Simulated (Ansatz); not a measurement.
C4H3F3, SMILES `C=C(F)/C(F)=C\F` from Hartree–Fock to CCSD(T)

Cartesian coordinates in Å:
```
C -1.8329 0.0400 -0.3792
C -0.5402 0.3279 -0.4201
F -0.0696 1.2643 -1.2467
C 0.4864 -0.3050 0.3882
F 0.0158 -1.2457 1.2199
C 1.7994 -0.0890 0.4205
F 2.4103 0.8059 -0.3408
H -2.5284 0.5641 -1.0197
H -2.1952 -0.7204 0.2957
H 2.4545 -0.6420 1.0822
```

Total charge 0; spin multiplicity 1. All single points use the PBE0-D4/def2-TZVP geometry. It is one conformer, not always the lowest. Frozen core, restricted reference, Ansatz 0.2.0. CBS rows extrapolate triple and quadruple zeta; past MP2 they add the triple-zeta difference.

```csv
basis,HF (Eh),MP2 corr.
def2-TZVPP,-451.65461,-1.36186
def2-QZVPP,-451.67398,-1.47481
```

Problem. Estimate the CCSD correlation energy and the (T) correction in each basis where they were run (hartree).

Solution. 
```tsv
basis	CCSD corr.	(T)
def2-TZVPP	-1.38510	-0.05429
CBS(def2)	-1.58171	as TZ
```
